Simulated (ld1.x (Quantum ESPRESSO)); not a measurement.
# Reading a pseudo-wave (fluorine)

Columns: radius, all-electron u(r) and pseudo u(r) of the 2p shell (level -11.34 eV) of fluorine in the configuration [He] 2s1.5 2p5.5; PBE, non-relativistic, TM scheme, ld1.x (Quantum ESPRESSO) 7.5.

| r (bohr) | all-electron | pseudo |
| --- | --- | --- |
| 0.055 | 0.0506 | 0.0214 |
| 0.110 | 0.1608 | 0.0834 |
| 0.165 | 0.2907 | 0.1796 |
| 0.220 | 0.4193 | 0.3003 |
| 0.275 | 0.5359 | 0.4333 |
| 0.330 | 0.6361 | 0.5659 |
| 0.385 | 0.7188 | 0.6865 |
| 0.440 | 0.7844 | 0.7864 |
| 0.495 | 0.8341 | 0.8611 |
| 0.550 | 0.8694 | 0.9098 |
| 0.605 | 0.8920 | 0.9352 |
| 0.660 | 0.9039 | 0.9420 |
| 0.715 | 0.9068 | 0.9358 |
| 0.770 | 0.9024 | 0.9213 |
| 0.825 | 0.8920 | 0.9025 |
| 0.880 | 0.8770 | 0.8816 |
| 0.935 | 0.8583 | 0.8598 |
| 0.990 | 0.8369 | 0.8372 |
| 1.045 | 0.8134 | 0.8134 |
| 1.100 | 0.7884 | 0.7884 |
| 1.155 | 0.7625 | 0.7625 |
| 1.210 | 0.7360 | 0.7360 |
| 1.265 | 0.7093 | 0.7093 |
| 1.320 | 0.6825 | 0.6825 |
| 1.375 | 0.6559 | 0.6559 |
| 1.430 | 0.6297 | 0.6297 |

(1) How many radial nodes do the two functions have?

(2) At about which radius was the pseudo-wave matched?

(3) Is the pseudo-wave norm-conserving?

Results:

(1) The all-electron 2p function has n − l − 1 = 0; the pseudo-wave has 0.

(2) 1.10 bohr. The columns agree to 0.0005 from 0.99 bohr on; several derivatives are matched, so the curves merge somewhat inside the radius.

(3) Yes: the TM scheme keeps the norm inside the radius equal to the all-electron one, which fixes the energy derivative of the logarithmic derivative at the level.
